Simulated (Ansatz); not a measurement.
Cartesian coordinates in Å:
```
C 1.991 -0.092 0.087
As 0.602 -1.478 0.118
N -0.741 -0.561 -0.775
Si -1.693 0.693 -0.079
H 2.778 -0.368 0.792
H 2.413 -0.052 -0.917
H 1.588 0.884 0.354
H 0.137 -1.151 1.542
H -1.160 -1.127 -1.497
H -2.553 1.290 -1.137
H -2.575 0.232 1.033
H -0.787 1.729 0.480
```

The species carries charge 0 and has multiplicity 1.

(1) List the CAM-B3LYP/def2-TZVPP orbital energies in eV (the Gaussian-basis code of Ansatz). (An estimate is asked.)

## Answers

(1) The calculation gave: Occupied: -11590.19, -1800.95, -1466.87, -1311.49, -1311.47, -1311.44, -391.06, -278.72, -192.35, -145.48, -139.59, -139.53, -139.40, -100.82, -100.81, -100.80, -46.83, -46.80, -46.69, -46.65, -46.60, -25.27, -21.64, -17.98, -16.72, -13.89, -13.32, -12.99, -11.96, -11.80, -10.91, -10.69, -8.87, -8.29. Lowest empty: 0.92, 1.52, 2.19, 2.55, 2.79, 2.95, 3.15, 3.31.
